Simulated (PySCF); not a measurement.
Species: C₇H₇NO.
Geometry (GFN2-xTB, Å), atoms numbered from 1 in this order:
```xyz
16
C7H7NO angstrom
C     -3.0872    1.9851   -0.4400
C     -1.9646    1.2718   -0.3457
C     -1.4188    0.8313    0.9084
C     -0.3059    0.1198    1.0140
C      0.7451   -0.5521    1.1310
C      1.8576   -1.2579    1.2068
C      2.6513   -1.6721    0.0288
N      2.1504   -1.2642   -1.1649
O      3.6695   -2.3264    0.1216
H     -3.4800    2.3045   -1.3894
H     -3.6489    2.2701    0.4346
H     -1.4161    0.9956   -1.2373
H     -1.9592    1.1046    1.8069
H      2.2498   -1.5770    2.1615
H      1.3103   -0.7163   -1.2142
H      2.6390   -1.5080   -2.0090
```

The closed-shell SCF was solved with PySCF and density fitting under several settings on one GFN2-xTB geometry (grid level 2 and gas phase unless stated).

| settings | basis functions | SCF cycles | E (Eh) | HOMO (eV) | LUMO (eV) | dipole (D) |
| --- | --- | --- | --- | --- | --- | --- |
| PBE0/pcSseg-1 | 188 | 16 | -400.3295 | -6.89 | -2.72 | 5.30 |
| PBE0/def2-SVPD | 239 | 16 | -400.1062 | -6.91 | -2.76 | 5.42 |

**Question.** Estimate the rows for these settings: (1) X3LYP/def2-SVPD, grid level 1; (2) HSE06/pcSseg-1, IEF-PCM acetonitrile; (3) B3LYP/pcSseg-1, IEF-PCM benzene, grid level 4, start guess huckel.

**Answer.** 
| settings | basis functions | SCF cycles | E (Eh) | HOMO (eV) | LUMO (eV) | dipole (D) |
| --- | --- | --- | --- | --- | --- | --- |
| X3LYP/def2-SVPD, grid level 1 | 239 | 13 | -400.3999 | -6.73 | -2.81 | 5.44 |
| HSE06/pcSseg-1, IEF-PCM acetonitrile | 188 | 15 | -400.3833 | -6.36 | -2.95 | 7.61 |
| B3LYP/pcSseg-1, IEF-PCM benzene, grid level 4, start guess huckel | 188 | 18 | -400.8225 | -6.58 | -2.76 | 6.24 |

**Question.** Over all rows, what range does the HOMO–LUMO gap span?

**Answer.** From 3.41 eV (HSE06/pcSseg-1, IEF-PCM acetonitrile) to 4.17 eV (PBE0/pcSseg-1). The functional of the narrowest has 25 % exact exchange at short range alone, that of the widest 25 % exact exchange.

**Question.** And the dipole moment?

**Answer.** From 5.30 D (PBE0/pcSseg-1) to 7.61 D (HSE06/pcSseg-1, IEF-PCM acetonitrile); the largest is 1.44 times the smallest, and the median is 5.44 D.

**Question.** Compare two rows with the functional PBE0: PBE0/pcSseg-1 and PBE0/def2-SVPD. Which energy is lower, and by how much?

**Answer.** PBE0/pcSseg-1 (188 functions) lies 0.2233 Eh or 140 kcal/mol below PBE0/def2-SVPD (239 functions). The smaller set gives the lower energy; the two sets aren't nested, so the variational bound doesn't order them by size.

Whole jobs, the steps after the SCF included, on Arm Neoverse N1, one thread, no GPU, shared host:

| settings | work after the SCF | wall time | peak memory |
| --- | --- | --- | --- |
| PBE0/pcSseg-1 | shieldings, charges and field gradients | 47 s | 0.91 GiB |
| PBE0/def2-SVPD | 6 singlets by full TDDFT, 2 Tamm–Dancoff triplets, polarisability | 69 s | 0.92 GiB |
| X3LYP/def2-SVPD, grid level 1 | spin–spin couplings from 7 perturbed nuclei, spin–dipole term left out | 51 s | 0.94 GiB |
| HSE06/pcSseg-1, IEF-PCM acetonitrile | shieldings | 52 s | 1.1 GiB |
| B3LYP/pcSseg-1, IEF-PCM benzene, grid level 4, start guess huckel | shieldings | 1.8 min | 1.0 GiB |

Cycle counts include a coarse-grid stage where the run had one. One conformer (not necessarily the lowest) at the GFN2-xTB geometry, without vibrations or thermal averaging.
